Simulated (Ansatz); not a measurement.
Calculated with Ansatz (gas phase, PBE0-D4/def2-TZVP geometries, no zero-point term in ΔE). CCSD(T)/CBS adds triple-zeta CCSD(T) − MP2 to the extrapolated MP2 energy (def2 sets, frozen cores). Functionals use def2-TZVPP. For Zn outer-core shells are correlated without core-valence functions, which leaves a few kJ/mol of doubt a bond. Scalar relativity is left out up to krypton. Each species was taken in one conformer, which may not be the lowest.

Consider the ligand exchange at a B–C bond: `BC1=C(S)C1` + `C[NH][ZnH]` → `B[N](C)[ZnH]` + `SC1=CC1`.

```json
{"level": "PBE0-D4", "ΔE (kJ/mol)": "-97.8"}
{"level": "CCSD/def2-TZVPP", "ΔE (kJ/mol)": "-109.8"}
{"level": "MP2/def2-QZVPP", "ΔE (kJ/mol)": "-104.6"}
{"level": "HF/CBS(def2)", "ΔE (kJ/mol)": "-99.8"}
```

Problem. What does CCSD(T)/CBS give? (Best estimate.)

Solution. The calculation gave: -106.7 kJ/mol. The listed levels differ from it by 8.9, -3.1, 2.1, 6.9 kJ/mol.

Largest T1 diagnostic among the species: 0.016.

In def2-TZVPP, CCSD(T) changes the Hartree–Fock value by −10.0 kJ/mol (the triples alone add −0.2 kJ/mol) and MP2 by −6.6 kJ/mol. From PBE to PBE0 (25 % exact exchange), in def2-TZVPP and without D4, ΔE moves by −5.5 kJ/mol.
